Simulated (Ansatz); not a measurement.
# Match the barriers

Saddle point of AlSiH7O4, singlet (AlSiH₇O₄ ([OH][Al]1([OH])[OH][SiH3][OH]1) → AlSiH₇O₄ ([OH][Al]([OH])([OH2])[O][SiH3]); bonds formed: O2–H5; bonds broken: O4–Si7, H5–O6; bonds weakened to dative contacts: Al1–O2), PBE0-D4/def2-TZVP structure:

```tsv
atom	x (Å)	y (Å)	z (Å)
Al1	-0.8502	-0.5895	0.5439
O2	0.2070	-0.1990	1.9879
O3	-1.2464	-2.2146	0.2638
O4	-2.0519	0.5894	0.2968
H5	0.8826	0.1291	0.9433
O6	0.7642	-0.0099	-0.2046
Si7	1.3550	0.9022	-1.4526
H8	-0.0522	0.4952	2.5953
H9	-0.6627	-2.9449	0.4530
H10	-2.9366	0.3530	0.0264
H11	2.7704	0.5269	-1.6923
H12	1.2820	2.3436	-1.1053
H13	0.5386	0.6187	-2.6555
```

Ansatz 0.2.0; basis: def2-TZVPP, with def2-QZVPP for the basis limit; cores frozen in the correlated methods. Extrapolation: Hartree–Fock as exp(−7.88 √X), correlation as X^−2.97. Four methods, as single points on the PBE0-D4 structures, gave these electronic barriers from the start structure: 0.225, 0.329, 0.394, 0.458 eV.

Task: The methods were, in alphabetical order, BHLYP-D4, BLYP-D4, HF, PBE0-D4. Which gave which? (A judgement: the text doesn't fix the answer.)

Result: By the calculation: BLYP-D4 0.225; PBE0-D4 0.329; BHLYP-D4 0.394; HF 0.458 eV. For comparison, CCSD(T) at an estimated basis limit (MP2 extrapolated from triple and quadruple zeta, plus CCSD(T) − MP2 in triple zeta) gives 0.385 eV.

No T1 diagnostic of these runs exceeds 0.012.

Labels in which every atom is bracketed show which atoms are joined, not bond orders.

For scale, one of the runs: CCSD(T)/def2-TZVPP, 306 basis functions, launched by `ansatz run in.yaml --threads 8 --pin off --events-out ev --progress --plain --max-ram 19148MiB`. Time: 6.6 min of wall clock on 8 CPU threads of an Intel Xeon; the host was shared. Peak host memory: 11 GiB.
